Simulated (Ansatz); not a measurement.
BCl2(OMe) (CH₃BCl₂O), 8 atoms. Hardware: 4 threads of Arm Neoverse V1 on a shared host.

Correlated methods freeze 13 core orbitals.

How many basis functions does each of these Ansatz runs have, and roughly what does it cost? PBE-QIDH/def2-TZVP, charge 0 singlet, energy, from earlier orbitals; LC-ωPBE (ω = 0.20 bohr⁻¹)/def2-TZVP, charge 0 singlet, energy, from earlier orbitals; PBE-D4/def2-SVP, charge 0 singlet, energy, from earlier orbitals; PBE0-D4/def2-TZVP, charge 0 singlet, energy, from earlier orbitals; RPA@PBE/def2-TZVP, charge 0 singlet, energy, from earlier orbitals; PBE0-D4/def2-SVP, charge 1 doublet at the geometry of the charge 0 singlet, energy with a search over starts; r2SCAN-D4/def2-TZVP, charge 1 doublet at the geometry of the charge 0 singlet, energy, from earlier orbitals; LC-ωPBE (ω = 0.15 bohr⁻¹)/def2-TZVP, charge 1 doublet at the geometry of the charge 0 singlet, energy, from earlier orbitals; revPBE-D4/def2-TZVP, charge 0 singlet, energy, from earlier orbitals; LC-ωPBE (ω = 0.15 bohr⁻¹)/def2-TZVP, charge 0 singlet, energy, from earlier orbitals; HF/6-31G, charge 0 singlet, energy; PBE0-D4/def2-SVP, charge -1 doublet at the geometry of the charge 0 singlet, energy with a search over starts.

Other jobs shared the machine, so times can vary by a factor of up to 3. A dash marks memory too small to be measured apart from the calling script's.

```json
{"run": "HF/6-31G, charge 0 singlet, energy", "functions": "59", "fitting or Cholesky vectors": "704", "wall time": "0.4 s", "peak host memory (GiB)": "–"}
{"run": "PBE-D4/def2-SVP, charge 0 singlet, energy, from earlier orbitals", "functions": "93", "fitting or Cholesky vectors": "1019", "wall time": "0.95 s", "peak host memory (GiB)": "–"}
{"run": "revPBE-D4/def2-TZVP, charge 0 singlet, energy, from earlier orbitals", "functions": "185", "fitting or Cholesky vectors": "1144", "wall time": "1.8 s", "peak host memory (GiB)": "–"}
{"run": "LC-ωPBE (ω = 0.15 bohr⁻¹)/def2-TZVP, charge 0 singlet, energy, from earlier orbitals", "functions": "185", "fitting or Cholesky vectors": "1144", "wall time": "2.3 s", "peak host memory (GiB)": "–"}
{"run": "LC-ωPBE (ω = 0.20 bohr⁻¹)/def2-TZVP, charge 0 singlet, energy, from earlier orbitals", "functions": "185", "fitting or Cholesky vectors": "1144", "wall time": "2.8 s", "peak host memory (GiB)": "–"}
{"run": "PBE0-D4/def2-TZVP, charge 0 singlet, energy, from earlier orbitals", "functions": "185", "fitting or Cholesky vectors": "1168", "wall time": "3.2 s", "peak host memory (GiB)": "–"}
{"run": "PBE0-D4/def2-SVP, charge -1 doublet at the geometry of the charge 0 singlet, energy with a search over starts", "functions": "93", "fitting or Cholesky vectors": "894", "wall time": "3.5 s", "peak host memory (GiB)": "–"}
{"run": "RPA@PBE/def2-TZVP, charge 0 singlet, energy, from earlier orbitals", "functions": "185", "fitting or Cholesky vectors": "1185", "wall time": "4.2 s", "peak host memory (GiB)": "–"}
{"run": "PBE-QIDH/def2-TZVP, charge 0 singlet, energy, from earlier orbitals", "functions": "185", "fitting or Cholesky vectors": "1185", "wall time": "5 s", "peak host memory (GiB)": "–"}
{"run": "PBE0-D4/def2-SVP, charge 1 doublet at the geometry of the charge 0 singlet, energy with a search over starts", "functions": "93", "fitting or Cholesky vectors": "894", "wall time": "8 s", "peak host memory (GiB)": "–"}
{"run": "r2SCAN-D4/def2-TZVP, charge 1 doublet at the geometry of the charge 0 singlet, energy, from earlier orbitals", "functions": "185", "fitting or Cholesky vectors": "1144", "wall time": "9 s", "peak host memory (GiB)": "–"}
{"run": "LC-ωPBE (ω = 0.15 bohr⁻¹)/def2-TZVP, charge 1 doublet at the geometry of the charge 0 singlet, energy, from earlier orbitals", "functions": "185", "fitting or Cholesky vectors": "1144", "wall time": "11 s", "peak host memory (GiB)": "–"}
```
